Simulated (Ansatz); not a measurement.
Cost and result for the atomization energy of CH₆GeO₂, SMILES `C[O][GeH2][OH]` (10 atoms, 9 bonds).

```csv
atom,x (Å),y (Å),z (Å)
C1,-0.0865,-1.2538,1.0580
O2,0.3668,0.0323,0.7128
Ge3,-0.2900,0.8289,-0.7316
O4,0.8464,2.1237,-1.1127
H5,-1.1089,-1.2367,1.4570
H6,0.5721,-1.6487,1.8350
H7,-0.0624,-1.9487,0.2072
H8,-0.3666,-0.2378,-1.8462
H9,-1.6267,1.5256,-0.4484
H10,1.7557,1.8153,-1.1310
```

The species carries charge 0 and has multiplicity 1. Correlated methods include outer-core shells of Ge, which these sets cover unevenly. Scalar relativity is left out up to krypton. Geometry: relaxed with PBE0-D4/def2-TZVP. It is one conformer, not always the lowest. Program: Ansatz. All runs use 4 threads of a server CPU on a shared host. Times are those of one run each, without the atoms' runs, and a repeat can differ threefold. Electronic energies, without spin–orbit coupling; frozen cores. CCSD(T)/CBS adds CCSD(T) − MP2 in def2-TZVPP to the MP2 limit, and its time is that of the two runs behind it. T1 = 0.012. With those shells the extrapolation isn't a true limit. B3LYP takes the VWN-RPA correlation (the form of Gaussian; ORCA's B3LYP/G). HSE06 is the plane-wave form, built on full-range PBE exchange.

CCSD(T)/CBS is a level of theory with its own doubt, some kJ/mol a heavy atom from the limit and from the frozen cores, so smaller differences don't rank the functionals.

```csv
level,functions,wall time
LDA (SPW92)/def2-TZVPP,225,0.6 s
revPBE-D4/def2-TZVPP,225,0.95 s
PBE0-D4/def2-TZVPP,225,1.5 s
HSE06-D4/def2-TZVPP,225,1.8 s
r2SCANh-D4/def2-TZVPP,225,2.6 s
B3LYP-D4/def2-TZVPP (with forces),225,2.9 s
B2PLYP/def2-TZVPP,225,3.2 s
ωB97X-V/def2-TZVPP,225,3.5 s
CCSD(T)/def2-SVP,104,3.7 s
ωB97M-V/def2-TZVPP (with forces),225,5.5 s
MP2/def2-QZVPP,440,14 s
CCSD(T)/def2-TZVPP,225,37 s
CCSD(T)/CBS(def2),–,50 s
```

Task: What atomization energy does each give, and how far from CCSD(T)/CBS? (An estimate is asked.)

Result: The calculation gave: 
```csv
level,atomization (kcal/mol),difference from CCSD(T)/CBS,per bond
LDA (SPW92)/def2-TZVPP,951.4,120.3,13.4
revPBE-D4/def2-TZVPP,813.5,-17.6,-2.0
PBE0-D4/def2-TZVPP,818.2,-12.9,-1.4
HSE06-D4/def2-TZVPP,818.8,-12.3,-1.4
r2SCANh-D4/def2-TZVPP,820.3,-10.8,-1.2
B3LYP-D4/def2-TZVPP (with forces),822.2,-8.9,-1.0
B2PLYP/def2-TZVPP,817.4,-13.7,-1.5
ωB97X-V/def2-TZVPP,829.3,-1.8,-0.2
CCSD(T)/def2-SVP,776.5,-54.6,-6.1
ωB97M-V/def2-TZVPP (with forces),825.3,-5.8,-0.6
MP2/def2-QZVPP,834.9,3.8,0.4
CCSD(T)/def2-TZVPP,811.1,-20.0,-2.2
CCSD(T)/CBS(def2),831.1,0.0,0.0
```

In def2-TZVPP, CCSD(T) changes the Hartree–Fock value by +228.9 kcal/mol (the triples alone add +12.2 kcal/mol) and MP2 by +240.9 kcal/mol; breaking electron pairs costs correlation energy, which Hartree–Fock lacks. The D4 term adds +6.0 kcal/mol with B3LYP and +3.1 kcal/mol with PBE0; it sums over pairs of atoms, weighted by their polarisabilities, and B3LYP, whose exchange is more repulsive, gets the larger term. From r2SCAN to r2SCAN0 (25 % exact exchange), in def2-TZVPP and without D4, the atomization energy moves by −16.5 kcal/mol: exact exchange takes away binding that semilocal exchange gives to molecules.
